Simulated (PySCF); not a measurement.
CH3F3OSi. Atoms are numbered in the order given.

```xyz
9

O     -1.1832     0.5206     1.0125
Si    -0.3126    -0.2652    -0.1242
F     -0.4954    -1.8555     0.0447
F     -0.8419     0.0740    -1.6084
C      1.4951     0.2177     0.0583
F      1.5072     1.4674     0.6860
H     -0.7237     1.2728     1.4069
H      2.0210     0.2970    -0.9075
H      2.0460    -0.5015     0.6882
```

The structure is a stationary point at ωB97X-D3(BJ)/def2-SVP. This is a generated structure with no PubChem entry under its InChIKey; it may be hypothetical. The values are those of a single conformer.

Calculation: SMD-ωB97X/6-31G* in PySCF.

Solvation free energies are E(SMD) − E(gas) at the gas-phase geometry, for 1 M in both phases. In vacuum the dipole moment is 2.36 D.

| solvent | ΔG(solv) (kcal/mol) | its non-electrostatic (CDS) part | dipole (D) |
|---|---|---|---|
| water | -4.9 | 3.9 | 2.92 |
| 2-propanol | -6.9 | 0.8 | 2.86 |
| 1-octanol | -5.9 | 1.4 | 2.83 |
